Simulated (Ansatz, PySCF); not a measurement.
System: sum formula H$_{4}$Si$_{2}$OF, net charge 0, doublet state. It need not be the lowest isomer of its formula. 
Geometry from a B3LYP-D3(BJ)/def2-TZVP (Ansatz, a program for electronic structure) optimisation:
```
O
Si 1 1.6216
F 2 1.6003 1 109.58
Si 1 1.6470 2 152.39 3 48.05
H 2 1.4712 3 107.81 1 -118.15
H 2 1.4734 5 113.25 3 118.44
H 4 1.4865 1 107.45 2 169.47
H 4 1.4881 7 110.58 1 -119.17
```
Charge 0, spin multiplicity 2.

Property: atomisation energy (electronic, to ground-state atoms), in eV. Correlated levels leave the core frozen unless marked. UHF or UKS for open shells. No spin-orbit coupling. No relativistic terms. The coupled-cluster limit lacks core correlation, which all-electron functionals hold. CBS marks a two-point X^-3 extrapolation of the correlation energy; Hartree-Fock from the larger set. [CCSD(T)-MP2]/basis is that difference in the basis named.

```json
[
 {"level": "HF/def2-TZVPD", "program": "PySCF", "atomisation energy (eV)": "21.69", "minus last row": "-7.23"},
 {"level": "SVWN5/def2-TZVPD", "program": "Ansatz", "atomisation energy (eV)": "32.17", "minus last row": "3.25"},
 {"level": "r2SCAN/def2-TZVPD", "program": "Ansatz", "atomisation energy (eV)": "28.73", "minus last row": "-0.19"},
 {"level": "B3LYP-D4/def2-TZVPD", "program": "Ansatz + dftd4", "atomisation energy (eV)": "28.61", "minus last row": "-0.31"},
 {"level": "PBE0/def2-QZVPP", "program": "Ansatz", "atomisation energy (eV)": "28.13", "minus last row": "-0.79"},
 {"level": "r2SCAN0-D4/def2-TZVPD", "program": "Ansatz + dftd4", "atomisation energy (eV)": "28.29", "minus last row": "-0.63"},
 {"level": "r2SCAN0/def2-TZVPD", "program": "Ansatz", "atomisation energy (eV)": "28.24", "minus last row": "-0.68"},
 {"level": "M06-2X/def2-TZVPD", "program": "PySCF", "atomisation energy (eV)": "28.87", "minus last row": "-0.05"},
 {"level": "HSE06-D4/def2-TZVPD", "program": "Ansatz + dftd4", "atomisation energy (eV)": "28.18", "minus last row": "-0.74"},
 {"level": "wB97X-V/def2-TZVPD", "program": "Ansatz", "atomisation energy (eV)": "28.83", "minus last row": "-0.09"},
 {"level": "B2PLYP-D3(BJ)/def2-TZVPD", "program": "Ansatz + dftd3", "atomisation energy (eV)": "28.47", "minus last row": "-0.45"},
 {"level": "MP2/STO-3G", "program": "Ansatz", "atomisation energy (eV)": "25.24", "minus last row": "-3.68"},
 {"level": "MP2/6-31G", "program": "Ansatz", "atomisation energy (eV)": "21.42", "minus last row": "-7.50"},
 {"level": "MP2/aug-cc-pV(T+d)Z", "program": "Ansatz", "atomisation energy (eV)": "28.77", "minus last row": "-0.15"},
 {"level": "RI-MP2/aug-cc-pV(T+d)Z", "program": "Ansatz", "atomisation energy (eV)": "28.76", "minus last row": "-0.16"},
 {"level": "RI-MP2/cc-pV(T+d)Z", "program": "Ansatz", "atomisation energy (eV)": "28.51", "minus last row": "-0.41"},
 {"level": "RI-MP2/CBS(cc-pV(T+d)Z,cc-pV(Q+d)Z)", "program": "Ansatz", "atomisation energy (eV)": "29.47", "minus last row": "0.55"},
 {"level": "SCS-MP2/cc-pV(D+d)Z", "program": "Ansatz", "atomisation energy (eV)": "26.18", "minus last row": "-2.74"},
 {"level": "CCSD/STO-3G", "program": "Ansatz", "atomisation energy (eV)": "25.83", "minus last row": "-3.09"},
 {"level": "CCSD/cc-pV(D+d)Z", "program": "Ansatz", "atomisation energy (eV)": "25.53", "minus last row": "-3.39"},
 {"level": "RI-MP2/CBS(aug-cc-pV(T+d)Z,aug-cc-pV(Q+d)Z)+[CCSD(T)-MP2]/aug-cc-pV(T+d)Z", "program": "Ansatz", "atomisation energy (eV)": "28.92", "minus last row": "0.00"}
]
```
